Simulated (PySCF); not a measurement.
Exercise with solution: oscillator strength and radiative lifetime

Si(F)2(NMe2)(nBu) (C₆H₁₅F₂NSi), SMILES CCCC[Si](F)(F)N(C)C.

Geometry: B3LYP-D3(BJ)/def2-SVP. The values are those of a single conformer.

TDA-PBE0/def2-SVP run with PySCF 2.14.0 puts the first singlet state with f over 0.02 at 7.76 eV (vertical), with the transition dipole (0.117, 0.407, 0.142) in atomic units.

Question: Find the oscillator strength, the wavelength and the radiative lifetime that this transition would have in vacuum if emission retraced absorption.

Answer: 
|μ|² = 0.1995 au, so |μ| = 1.14 D. ΔE = 7.76/27.211 = 0.2852 hartree. f = (2/3) ΔE |μ|² = 0.038 (the program prints 0.038).
λ = 1239.84/7.76 = 160 nm; ν = 62589 cm⁻¹.
Einstein's coefficient A = 0.6670 ν² f s⁻¹ (ν in cm⁻¹) = 9.9e7 s⁻¹, so τ = 1/A = 10 ns. This state is S3; the lower singlets have f = 0.008, 0.006. The figure is the radiative limit of this one transition; relaxation, internal conversion, crossing to triplets and a medium change what is measured.
